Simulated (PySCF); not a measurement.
C₂H₉NSi. Atoms are numbered in the order given.

```xyz
13

Si     0.5617    -0.3801     0.6056
C      1.7039     0.7669    -0.3530
N     -0.9372    -0.6085    -0.2461
C     -1.8646     0.4548    -0.5836
H      1.1551    -1.7428     0.7466
H      0.4038     0.1943     1.9862
H      1.2648     1.7723    -0.4599
H      1.9019     0.3710    -1.3615
H      2.6651     0.8815     0.1743
H     -1.3834    -1.5149    -0.1437
H     -2.5789     0.7098     0.2262
H     -1.3104     1.3770    -0.8237
H     -2.4570     0.2019    -1.4803
```
Charge 0, spin multiplicity 1.

Coordinates come from a B3LYP-D3(BJ)/def2-SVP optimisation. The values are those of a single conformer.

Method: r2SCAN/def2-TZVP run with PySCF.

The molecule is in vacuum.

Computed frontier levels, gap, dipole moment and polarisability:
| Quantity | Value |
|---|---|
| highest occupied level | -5.52 eV |
| lowest empty level | 0.58 eV |
| orbital gap | 6.10 eV |
| dipole moment | 0.187 e·Å |
| quadrupole, principal values (traceless, Buckingham form, about the centre of nuclear charge) | -4.05, -0.26, 4.31 D·Å |
| mean static polarisability | 60.2 bohr³ (8.93 Å³) |
| polarisability, principal values | 54.5, 59.4, 66.8 bohr³ |
